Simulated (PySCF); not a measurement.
Compound: C₃H₁₄N₄Si.
Z-matrix (Å and degrees, GFN2-xTB geometry), rows numbered from 1:
```
N 
C   1  1.4545
C   2  1.5367  1  109.30
C   3  1.5254  2  111.08  1   176.52
N   4  1.4511  3  109.61  2  -167.63
N   3  1.4443  2  110.93  1   -58.91
Si  6  1.7192  3  125.58  2   -83.15
N   7  1.7256  6  102.45  3   165.77
H   1  1.0136  2  110.57  3   175.34
H   1  1.0154  2  110.05  3   -65.62
H   2  1.1034  1  113.35  3   122.08
H   2  1.0931  1  107.82  3  -117.87
H   3  1.1010  2  108.14  1    58.96
H   4  1.0951  3  109.45  2   -49.80
H   4  1.1019  3  108.26  2    67.64
H   5  1.0145  4  108.82  3   -50.69
H   5  1.0145  4  110.38  3  -168.89
H   6  1.0121  3  108.19  2    55.17
H   7  1.4770  6  107.44  3   -72.81
H   7  1.4706  6  119.55  3    50.94
H   8  1.0072  7  117.45  6    43.24
H   8  1.0055  7  116.73  6   175.95
```

Computed at PBE0/pcSseg-1 (PySCF, non-relativistic), with Q(14N) = 0.02044 b: N1, 14N (I = 1): χzz = -5.487 MHz, η = 0.111; N5, 14N (I = 1): χzz = -5.458 MHz, η = 0.163; N6, 14N (I = 1): χzz = -4.630 MHz, η = 0.332; N8, 14N (I = 1): χzz = -4.437 MHz, η = 0.352.

Task: Find the zero-field quadrupole resonance frequencies of 14N at N1.

Result: From ν± = (3/4)|χ|(1 ± η/3) and ν0 = |χ|η/2: ν+ 4.268 MHz, ν− 3.963 MHz, ν0 0.305 MHz (primary amine nitrogen).

Task: Where would the pure quadrupole (NQR) lines of 14N at N5 fall for the rigid, isolated species?

Result: From ν± = (3/4)|χ|(1 ± η/3) and ν0 = |χ|η/2: ν+ 4.316 MHz, ν− 3.872 MHz, ν0 0.444 MHz (primary amine nitrogen).

Task: Where would the pure quadrupole (NQR) lines of 14N at N6 fall for the rigid, isolated species?

Result: From ν± = (3/4)|χ|(1 ± η/3) and ν0 = |χ|η/2: ν+ 3.858 MHz, ν− 3.088 MHz, ν0 0.770 MHz (silicon-bound nitrogen).

Task: Where would the pure quadrupole (NQR) lines of 14N at N8 fall for the rigid, isolated species?

Result: From ν± = (3/4)|χ|(1 ± η/3) and ν0 = |χ|η/2: ν+ 3.719 MHz, ν− 2.937 MHz, ν0 0.782 MHz (silicon-bound nitrogen).

In a crystal, neighbours and librations shift these lines. GFN2-xTB bond lengths can be off by several hundredths of an ångström, more for odd bonds, and the gradients follow them. With a basis this small, the couplings can be 20 % off.

One conformer stands for the species.
